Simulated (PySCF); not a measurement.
Species: C₃H₈GaN.
Atom-mapped SMILES: `[CH3:1][CH2:2][C:3]#[N+:4][GaH3-:5]` (hydrogens: H6, H7, H8 on C1; H9, H10 on C2; H11, H12, H13 on Ga5)

Method used: PBE0-D3(BJ)/def2-SVP geometry optimisation, gas phase (PySCF).

(1) Give the optimised bond lengths and angles.

Answers

(1) 
| bond | length (bohr) |
| --- | --- |
| C1–C2 | 2.887 |
| C2–C3 | 2.748 |
| C3≡N4 | 2.177 |
| N4–Ga5 | 4.040 |
| C1–H6, C1–H7, C1–H8 | 2.076 |
| C2–H9, C2–H10 | 2.083 |
| Ga5–H11, Ga5–H12, Ga5–H13 | 2.985 |

Bonds in one row agree within 0.02 bohr and their mean is given. A selection of angles:
| angle | degrees |
| --- | --- |
| C2–C1–H6 | 109.5 |
| C2–C1–H7 | 111.2 |
| H6–C1–H7 | 108.4 |
| C1–C2–C3 | 112.9 |
| C1–C2–H9 | 111.3 |
| C3–C2–H9 | 107.3 |
| H9–C2–H10 | 106.5 |
| C2–C3–N4 | 178.9 |
| C3–N4–Ga5 | 178.8 |
| N4–Ga5–H11 | 97.8 |
| H11–Ga5–H12 | 118.2 |

The 5 heavy atoms lie in one plane (0.009 Å rms). The 2 C–C bonds span 1.454 Å (C2–C3, drawn single) to 1.528 Å (C1–C2, drawn single), a spread of 0.074 Å. Ga5 (gallium bonded to N and 3 H) is distorted tetrahedral (angles from 97.6° to 118.2°).

Point group: near Cs, missed by 0.21 Å at most; the miss may be what the optimiser left on a soft mode. No PBE0-D3(BJ)/def2-SVP frequencies stand behind this structure, so it isn't proved a minimum.

Time: 54 s wall; peak memory 0.53 GiB. Hardware: one thread, Arm Neoverse V1 (aarch64), on a shared host. That covers the optimisation of the geometry.
